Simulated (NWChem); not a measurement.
Molecule: PbHCl, singlet; SMILES [Cl][PbH]

Program: NWChem. Medium grid unless said otherwise, to which SCAN and Minnesota functionals are sensitive. Low-valent species are run as closed-shell singlets; no triplet was tried in these runs. The geometry was optimised at PBE0/def2-SVP. def2 effective core potentials on Pb; no spin-orbit coupling.

Among these, which level gives the lowest value of “dipole (D)”?
(A) PBE/def2-SVP
(B) r2SCAN/def2-SVP
(C) LDA (Slater exchange, PW92)/def2-SVP
(D) BP86/def2-SVP

C, LDA (Slater exchange, PW92)/def2-SVP. Values: LDA (Slater exchange, PW92)/def2-SVP 3.10; BP86/def2-SVP 3.30; PBE/def2-SVP 3.31; r2SCAN/def2-SVP 3.64
